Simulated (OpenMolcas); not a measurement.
**Mo3+: effect of the metal basis**

Mo3+ with its 6 nearest fluoride ions at 1.978 Å, on the Ga site of K2NaGaF6 (a = 8.246 Å, distance in the model lattice 1.938 Å). The rest of the host is ab initio model potentials to 7.6 Å and point charges beyond; the distance is set by hand and nothing relaxes.

```
Program             : OpenMolcas 26.06
Method              : SS-CASPT2, IPEA 0.25 Eh, imaginary shift 0.1 Eh (closed shells correlated: 4s 4p and the ligand valence shells)
Spin-orbit coupling : RASSI with atomic mean-field integrals over the reference wave functions
```

Fixed: ligand basis ANO-RCC-VDZP, active space 3 electrons in 5 orbitals (4d), DKH2 Hamiltonian.

States (labels of O, the rotations of Oh). Energies in cm-1 above the lowest state or level, χT in cm3 K/mol; 10Dq and B are least-squares fits to the states below 45000 cm-1, weighted by degeneracy, with a free offset, and given where the rms deviation is under 5 % of |10Dq| (or 100 cm-1) and under 700 cm-1.

| Run | Metal basis | Ground state | First state of that spin | 10Dq | B (rms of fit) | First gap with spin-orbit (degeneracies) | χT at 300 K | First state of another spin | Cost |
| --- | --- | --- | --- | --- | --- | --- | --- | --- | --- |
| A | ANO-RCC-VDZP | 4A2 | 4T2 31770 | 31205 | 589 (185) | 11610 (4, 4) | 1.791 | 2E 11650 | roughly 2.8 core-minutes |
| B | ANO-RCC-VTZP | 4A2 | 4T2 30920 |  |  | 10780 (4, 4) | 1.790 | 2T1 10880 | roughly 5 core-minutes |

Against A, the first state of the same spin changes by -2.7 % in B.

Costs are those of the CASPT2 steps.

Roots that are degenerate in the reference are averaged as groups; the widest CASPT2 spread within a group is 440 cm-1 (the 3-fold group of multiplicity 2 near 91300 cm-1 above the lowest state of its run, A). Shifts and gaps below about the spread of the groups concerned are not significant. Over all roots computed the reference weight is 0.73 in A, 0.72 to 0.73 in B; a low but even weight reflects the number of correlated electrons. The least metal-like active orbital is 82 % on the metal (Löwdin) and no ligand orbital is active, so the numbers are rough. Ligand-to-metal charge-transfer states are missing. With no ligand orbital active B as a rule stays too high, so bands that hang on it stand too high and its fall with covalency is understated. With one d shell and no ligand orbital active, 10Dq can be off by a tenth or more. No measured value stands beside these numbers; the geometry was set by hand and not optimised.
